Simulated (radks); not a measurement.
Species: Se8+. Configuration: [Ne] 3s2 3p5.5 3d8 4p0.5 (fractional occupations, a model configuration). All-electron calculation, Dirac Kohn-Sham, LDA (Slater exchange, Perdew-Wang correlation), spin-unpolarised, spherical densities, finite nucleus; open shells fill j = l - 1/2 first; Fermi nuclear charge, rms radius 4.14 fm. Program: a radial shooting solver on a logarithmic mesh with Libxc functionals. Some entries of the table are withheld. Estimate them.

orbital  occ.  eigenvalue (eV)  <1/r> (bohr^-1)  <r^2> (bohr^2)
1s1/2       2        -12656.66            34.52        0.002623
2s1/2       2        -1779.158            7.678             (1)
2p1/2       2              (2)              (3)         0.03485
2p3/2       4              (4)              (5)         0.03630
3s1/2       2        -374.2992            2.569          0.3591
3p1/2       2        -317.9914            2.468          0.3667
3p3/2     3.5        -311.6176            2.412          0.3784
3d3/2       4        -214.0864            2.203             (6)
3d5/2       4        -213.0200            2.189             (7)
4p1/2     0.5              (8)           0.9613           2.260
4p3/2       0              (9)           0.9484           2.309

Answer. 
(1) 2s1/2 <r^2> (bohr^2): 0.04527
(2) 2p1/2 eigenvalue (eV): -1616.027
(3) 2p1/2 <1/r> (bohr^-1): 7.651
(4) 2p3/2 eigenvalue (eV): -1574.285
(5) 2p3/2 <1/r> (bohr^-1): 7.414
(6) 3d3/2 <r^2> (bohr^2): 0.3846
(7) 3d5/2 <r^2> (bohr^2): 0.3884
(8) 4p1/2 eigenvalue (eV): -115.3178
(9) 4p3/2 eigenvalue (eV): -114.0579
